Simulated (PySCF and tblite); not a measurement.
Values are calculated unless marked as measured or tabulated.
C₄H₉BrO, numbered as in [CH3:1][O:2][CH2:3][CH2:4][CH2:5][Br:6].

Search: ETKDG and KDG, MMFF94s, GFN2-xTB, 150 starts; geometries at GFN2-xTB. Free energies are PBE0-D3(BJ)/pcSseg-1 (IEF-PCM, benzene) single points with GFN2-xTB rigid-rotor and vibrational terms (modes under about 100 cm⁻¹ blended into free rotors). Symmetry numbers and mirror images are counted. Conformers within 3 kcal/mol (GFN2-xTB free energy) were kept, 10 at most. GIAO shieldings: PBE0/pcSseg-1 (IEF-PCM, benzene). Shifts are against TMS (¹H), TMS (¹³C) at the same level. Codes: tblite and PySCF.

Q: List the conformer-averaged shifts at 298.15 K.

A: ¹H: 3.80 (H5, 2H), 3.66 (H3, 2H), 3.58 (H1, 3H), 1.98 (H4, 2H) ppm. ¹³C: 73.3 (C3), 61.5 (C1), 44.5 (C5), 38.3 (C4) ppm.

Q: How do the conformers differ?

A: Torsions listed: C1–O2–C3–C4, O2–C3–C4–C5, C3–C4–C5–Br6. Of a mirror pair one member is shown.
```csv
conformer,shape,weight %
1,"178°, -64°, -68°",61.1
2,"-179°, -62°, 180°",17.8
3,"177°, 175°, 64°",7.9
4,"-79°, -61°, -72°",5.4
5,"-76°, -58°, 177°",4.4
```

Not shown: 5 more, 3.4 % in all.

```json
{"signal": "H1", "1": "3.61", "2": "3.55", "3": "3.59", "4": "3.44", "5": "3.49", "average": "3.58"}
{"signal": "H3", "1": "3.69", "2": "3.46", "3": "3.67", "4": "3.92", "5": "3.73", "average": "3.66"}
{"signal": "H4", "1": "1.94", "2": "2.06", "3": "2.08", "4": "1.89", "5": "2.01", "average": "1.98"}
{"signal": "H5", "1": "3.87", "2": "3.66", "3": "3.74", "4": "3.84", "5": "3.66", "average": "3.80"}
{"signal": "C1", "1": "61.8", "2": "61.8", "3": "61.9", "4": "58.8", "5": "58.5", "average": "61.5"}
{"signal": "C3", "1": "71.9", "2": "76.1", "3": "77.5", "4": "71.4", "5": "74.8", "average": "73.3"}
{"signal": "C4", "1": "38.6", "2": "40.3", "3": "37.5", "4": "33.2", "5": "35.7", "average": "38.3"}
{"signal": "C5", "1": "44.6", "2": "44.9", "3": "44.3", "4": "43.6", "5": "44.4", "average": "44.5"}
```

Q: Which signal moves most, for its nucleus, between 220 and 380 K through the change of populations alone?

A: C3: 72.8 ppm at 220 K, 73.1 ppm at 260 K, 73.3 ppm at 298.15 K, 73.6 ppm at 340 K, 73.8 ppm at 380 K.

Spin–orbit effects of the heavy atoms on shieldings are missing. At a carbon that bears Br the missing effect is some 10 ppm, beside I tens of ppm. Shifts are unscaled: against experiment ¹³C can be off by 15 ppm or more and ¹H by 0.8 ppm. For its torsions the set is small; conformers may be missing.
